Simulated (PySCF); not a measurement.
All values below come from B3LYP-D3(BJ)/def2-TZVP // PBE-D3(BJ)/def2-SVP run with PySCF 2.14.0. Isolated molecules, 0 K electronic values unless said otherwise. B3LYP has the VWN-RPA correlation part, as in Gaussian. 

Reference species: [Cd(H)2] (neutral, multiplicity 1).

The HOMO–LUMO gap is 6.63 eV. The coordination number is 2 and the charge on the central atom (Mulliken) is 0.31 e.

Changed species: [Cd(Br)(H)] (1 of 2 Br replaced by H; the reference has 2 of 2 Br replaced by H).

### Question
What does the change do to the HOMO–LUMO gap, coordination number and charge on the central atom (Mulliken)?

### Answer
the HOMO–LUMO gap decreases by 0.14 eV, to 6.49 eV; the coordination number stays essentially unchanged; the charge on the central atom (Mulliken) rises by 0.21 e, to 0.52 e.
